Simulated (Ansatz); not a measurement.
Consider the ligand exchange at a B–N bond: `FBN[SiH3]` + `O[SiH2]O` → `O[SiH2]OBF` + `N[SiH3]`.

Program: Ansatz. Geometries: PBE0-D4/def2-TZVP. ΔE: electronic, gas phase. CCSD(T)/CBS adds triple-zeta CCSD(T) − MP2 to the extrapolated MP2 energy (def2 sets, frozen cores). This one scheme is used for every species. Each species was taken in one conformer, which may not be the lowest.

```json
{"species": "`FBN[SiH3]`", "CCSD(T)/def2-TZVPP energy (Eh)": "-471.37718"}
{"species": "`O[SiH2]O`", "CCSD(T)/def2-TZVPP energy (Eh)": "-441.82321"}
{"species": "`O[SiH2]OBF`", "CCSD(T)/def2-TZVPP energy (Eh)": "-566.45931"}
{"species": "`N[SiH3]`", "CCSD(T)/def2-TZVPP energy (Eh)": "-346.74578"}
```

Q: Work out ΔE.

A: ΔE = (-566.45931) + (-346.74578) − (-471.37718) − (-441.82321) = -0.00470 Eh = -2.9 kcal/mol. CCSD(T)/CBS gives -2.8 kcal/mol.

Largest T1 diagnostic among the species: 0.013.

In def2-TZVPP, CCSD(T) changes the Hartree–Fock value by +2.6 kcal/mol (the triples alone add +0.3 kcal/mol) and MP2 by +2.7 kcal/mol. Leaving LDA and LC-ωPBE aside and taking each functional with its dispersion term where it has one, the values, not all of them listed here, spread over 2.3 kcal/mol, from BHLYP-D4 to revPBE-D4.
